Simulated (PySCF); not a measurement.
A structure optimised at B3LYP-D3(BJ)/def2-SVP, used in a PySCF frequency run:

```xyz
8

Ta     0.0061    -0.0108     0.0000
N      1.7798     0.0790     0.0000
H      2.7928     0.0877     0.0000
F     -0.5225    -1.8415     0.0000
O     -0.6569     0.8794     1.5590
H     -0.2417     1.3262     2.3049
O     -0.6569     0.8794    -1.5590
H     -0.2417     1.3262    -2.3049
```

### Question
Write its SMILES, formula and point group.

### Answer
[NH]=[Ta]([OH])([OH])[F], FH₃NO₂Ta, Cs

### Question
What are its rotational constants (standard atomic weights)?

### Answer
3.1640, 3.0805, 2.7875 GHz
